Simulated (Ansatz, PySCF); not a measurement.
Spin states of H3O3Re (SMILES [OH][Re]([OH])[OH]), each relaxed with B3LYP-D3(BJ)/def2-TZVP.
State 1 (charge 0, multiplicity 3):
```xyz
7

Re     0.0538    -0.0717    -0.1034
O     -1.2182    -1.4123    -0.3695
H     -2.0539    -1.2924     0.1075
O      0.1682     1.3738    -1.2798
H     -0.3341     2.1615    -1.0197
O      1.2264    -0.1818     1.3460
H      2.0557    -0.6527     1.1696
```
State 2 (charge 0, multiplicity 5):
| atom | x (Å) | y (Å) | z (Å) |
|---|---|---|---|
| Re | 0.0699 | 0.2224 | -0.2214 |
| O | -0.8102 | -1.4394 | 0.3293 |
| H | -1.6839 | -1.6094 | -0.0370 |
| O | -0.0060 | 1.7070 | -1.4376 |
| H | -0.3578 | 2.5809 | -1.2350 |
| O | 1.4340 | -0.3432 | 1.0129 |
| H | 1.2519 | -1.1939 | 1.4396 |

Singlets are restricted, other states unrestricted; no spin–orbit coupling, no relativity up to Kr; see below for the cores. The largest T1 diagnostic is 0.028.

Programs: Ansatz (Gaussian basis) for Hartree–Fock, density functionals and correlated methods; PySCF for the dispersion terms.  In def2 rows elements past Kr take small-core potentials, without spin–orbit coupling.

**Question.** One of these levels gives 16.59 kcal/mol for the energy of the multiplicity-5 state less that of the multiplicity-3 state. Which one is it?
(A) BLYP-D3(BJ)/def2-TZVPP
(B) PBE/def2-TZVPP
(C) CAM-B3LYP-D3(BJ)/def2-TZVPP
(D) PBE0-D4/def2-TZVPP

**Answer.** D, PBE0-D4/def2-TZVPP. The others give 21.21 (PBE/def2-TZVPP), 23.91 (BLYP-D3(BJ)/def2-TZVPP), 19.38 (CAM-B3LYP-D3(BJ)/def2-TZVPP)

Ansatz is a program for electronic structure.
